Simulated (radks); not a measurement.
Trend from Zn+ to Hg+: ionisation energy by Delta-SCF between NIST ground configurations, and size. All-electron calculation, scalar-relativistic Kohn-Sham, PBE, spin-polarised, spherical densities, finite nucleus; open shells are filled with parallel spins first (spin-orbit coupling, left out, can overturn this in heavy ions); Fermi nuclear charge, rms radius of each element as measured or else 0.836 A^(1/3) + 0.57 fm. Program: a radial shooting solver on a logarithmic mesh with Libxc functionals.

species       configuration  configuration of the ion  IE (eV)  NIST (eV)  kind  -e(HOMO) (eV)  r at 0.001 e/bohr^3 (bohr)
Zn+           [Ar] 3d10 4s1                 [Ar] 3d10   18.735     17.964  exp.    14.521 (4s)                        3.62
Cd+           [Kr] 4d10 5s1                 [Kr] 4d10   17.352     16.908  exp.    13.473 (5s)                        3.86
Hg+      [Xe] 4f14 5d10 6s1            [Xe] 4f14 5d10   19.172     18.757  exp.    15.086 (6s)                        3.89

Reference values: NIST Atomic Spectra Database (measured).
